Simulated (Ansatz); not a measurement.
Input file for Ansatz (an electronic-structure program): R-RI-MP2/def2-QZVPP on C2H6OSn (SMILES C=[CH][SnH2][OH]). Elements past Kr take the def2 small-core potentials; no spin–orbit coupling. Files ending in .json are basis or fitting sets from the Basis Set Exchange. The run froze 12 orbitals, filled d shells among them.

Ansatz 0.2 input:
```yaml
crystal:
  periodic: [false, false, false]
  atoms:
    - {symbol: C, position_ang: [-2.00667944, 0.05965179, 0.10682062]}
    - {symbol: C, position_ang: [-0.89924847, -0.12811865, -0.60253637]}
    - {symbol: Sn, position_ang: [1.02495456, 0.39849234, 0.13437502]}
    - {symbol: O, position_ang: [2.04367247, -1.30930576, 0.09312497]}
    - {symbol: H, position_ang: [-2.98601829, -0.21321142, -0.27531861]}
    - {symbol: H, position_ang: [-1.99417748, 0.48888021, 1.10350820]}
    - {symbol: H, position_ang: [-0.96708021, -0.56764656, -1.59265974]}
    - {symbol: H, position_ang: [0.90676287, 0.94281129, 1.75826629]}
    - {symbol: H, position_ang: [1.88030854, 1.51546785, -0.85086527]}
    - {symbol: H, position_ang: [2.99750547, -1.18702106, 0.12528490]}
basis:
  gaussian:
    orbitals: def2-QZVPP.json
    fitting: {mean_field: def2-universal-JKFIT, correlation: def2-QZVPP-RIFIT.json}
magnetization: {spin_polarized: false}
correlation: {method: mp2, electrons: outside_noble_gas}
scf: {lower_state_search: off}
```

Output:

```
WARN ansatz: RAYON_NUM_THREADS=1 ignored (pool sized by the plan → 1); use --threads N
Functional definition: HF
these checks for a lower state are left out or cut short: stability, starts, cluster_reference, orbital_swaps, neighbouring_geometries, increment
integrals: 0.72 GiB planned
553 factors; integrals over basis functions are off by at most 2.8e0 eV
mean field: 1.10 GiB planned
mean field evaluation 1: about -9994.8858 eV, gradient 4.8e1 eV
mean field evaluation 2: about -9997.8435 eV, gradient 3.4e1 eV
mean field evaluation 4: about -9999.8097 eV, gradient 1.5e0 eV
mean field evaluation 8: about -9999.8156 eV, gradient 1.9e-4 eV
mean field -9999.81558585 eV, -367.4864446616 hartree, gradient 1.6e-6 eV, S^2 0.000000; 0 other end points of the search recorded, 0 dependent functions left out
12 core orbitals not correlated
1035 factors; their error is unknown
reference -9999.81558585 eV, -367.4864446616 hartree; 12, 12 occupied and 409, 409 virtual orbitals, 1035 factors
second order -19.89950068 eV of doubles, -0.00000000 eV of singles
Total energy: -10019.71508653 eV, -368.2177378232 hartree
Checks for a lower state left out: stability, starts, cluster_reference, orbital_swaps, neighbouring_geometries, increment
```

The calculation finished and met its thresholds.

Cost: very roughly 7 core-seconds.
